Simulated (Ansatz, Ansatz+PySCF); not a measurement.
```xyz
2

B     0.0000    0.0000    0.0000
B     0.0000    0.0000    1.8100
```

Basis set: def2-SVP (spherical functions). Left uncorrelated: 2 orbitals. Charge 0, multiplicity 3.

Computed with Ansatz (development build ahead of 0.2.0); each method stands on the lowest determinant of its kind that the runs found.

Give the atomization energy at this shape (free ground-state atoms in the same class of orbitals less the molecule, no zero-point energy) of triplet B₂ by UHF-MP2, ROHF, UHF.

```json
{"method": "UHF-MP2", "atomization energy": "47.21 kcal/mol"}
{"method": "ROHF", "atomization energy": "37.94 kcal/mol"}
{"method": "UHF", "atomization energy": "45.23 kcal/mol"}
```

Caution for UHF-MP2: forces differ strongly between restricted and unrestricted references. Caution for UHF-MP2, UHF: the unrestricted determinant is spin contaminated.
